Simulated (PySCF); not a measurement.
C2H6O2Si, SMILES O=C([SiH2]C)O. Atoms are numbered in the order given.

```xyz
11

C     -2.1416     0.3181     0.3428
Si    -0.6701    -0.8224     0.1324
C      0.8719     0.3093    -0.1509
O      0.8274     1.5169    -0.1642
O      2.0228    -0.3733    -0.3343
H     -3.0718    -0.2450     0.5163
H     -1.9743     0.9945     1.1953
H     -2.2684     0.9395    -0.5572
H     -0.8052    -1.7221    -1.0486
H     -0.4120    -1.6546     1.3422
H      2.7296     0.2884    -0.4653
```

The structure is a stationary point at B3LYP-D3(BJ)/def2-SVP. Other conformers were not sampled.

Method: PySCF with PBE/pcSseg-1.

GIAO shieldings, no solvent; atoms alike by connectivity are averaged. δ = σ(ref) − σ: ¹³C against TMS (σ = 182.0 ppm); ²⁹Si against TMS (σ = 335.4 ppm); ¹⁷O against H2O (σ = 334.3 ppm); ¹H against TMS (σ = 31.49 ppm), references at their B3LYP-D3(BJ)/def2-TZVP geometries, non-relativistic.

```
nucleus       atoms  count  δ (ppm)
-------  ----------  -----  -------
¹³C              C3      1    182.9
¹³C              C1      1     -6.7
²⁹Si            Si2      1    -58.6
¹⁷O              O4      1    511.1
¹⁷O              O5      1    258.4
¹H              H11      1     6.57
¹H          H9, H10      2     4.75
¹H       H6, H7, H8      3     0.67
```
